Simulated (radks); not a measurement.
Values are calculated unless marked as measured or tabulated.
Question: Isoelectronic series with 9 electrons, each ion in its NIST ground configuration. Level of theory: Dirac Kohn-Sham, LDA (Slater exchange, Perdew-Wang correlation), spin-unpolarised, spherical densities, finite nucleus; open shells fill j = l - 1/2 first; Fermi nuclear charge, rms radius of each element as measured or else 0.836 A^(1/3) + 0.57 fm (a radial shooting solver on a logarithmic mesh with Libxc functionals). Total energies (hartree) and orbital eigenvalues (hartree):

ion,configuration,E (hartree),2p3/2,2p1/2,2s1/2,1s1/2
F,[He] 2s2 2p5,-99.18966,-0.41415,-0.41650,-1.08942,-24.21454
Mg3+,[He] 2s2 2p5,-195.62343,-3.53429,-3.54619,-4.71965,-48.16991
P6+,[He] 2s2 2p5,-326.17973,-8.96156,-8.99884,-10.68533,-81.28729
Ar9+,[He] 2s2 2p5,-490.98849,-16.65569,-16.74611,-18.95214,-123.5637
Sc12+,[He] 2s2 2p5,-690.26786,-26.60915,-26.79588,-29.52765,-175.0509
Cr15+,[He] 2s2 2p5,-924.29490,-38.82106,-39.16634,-42.43078,-235.8235
Co18+,[He] 2s2 2p5,-1193.40163,-53.29326,-53.88227,-57.68732,-305.9740
Zn21+,[He] 2s2 2p5,-1497.97596,-70.02918,-70.97405,-75.32886,-385.6121
As24+,[He] 2s2 2p5,-1838.46372,-89.03342,-90.47760,-95.39258,-474.8646
Kr27+,[He] 2s2 2p5,-2215.37319,-110.3116,-112.4345,-117.9215,-573.8768
Mo33+,[He] 2s2 2p5,-3080.81862,-159.7168,-163.9049,-170.5772,-801.8572
Rh36+,[He] 2s2 2p5,-3570.71870,-187.8595,-193.5331,-200.8219,-931.2172
Cd39+,[He] 2s2 2p5,-4099.77785,-218.3075,-225.8451,-233.7686,-1071.123
Sb42+,[He] 2s2 2p5,-4668.89231,-251.0709,-260.9173,-269.4959,-1221.832
Xe45+,[He] 2s2 2p5,-5279.04974,-286.1606,-298.8353,-308.0908,-1383.629
La48+,[He] 2s2 2p5,-5931.3584,-323.5882,-339.6944,-349.6515,-1556.833
Eu54+,[He] 2s2 2p5,-7367.4250,-405.5088,-430.6758,-442.1159,-1938.898
Dy57+,[He] 2s2 2p5,-8154.0624,-450.0299,-481.0507,-493.2773,-2148.589
Tm60+,[He] 2s2 2p5,-8988.6699,-496.9448,-534.8760,-547.9248,-2371.367
Hf63+,[He] 2s2 2p5,-9873.0328,-546.2700,-592.3196,-606.2228,-2607.733

Estimate the row of Nd51+ ([He] 2s2 2p5).

Answer: E (hartree) -6627.0422; 2p3/2 -363.3664; 2p1/2 -383.6015; 2s1/2 -394.2867; 1s1/2 -1741.798.
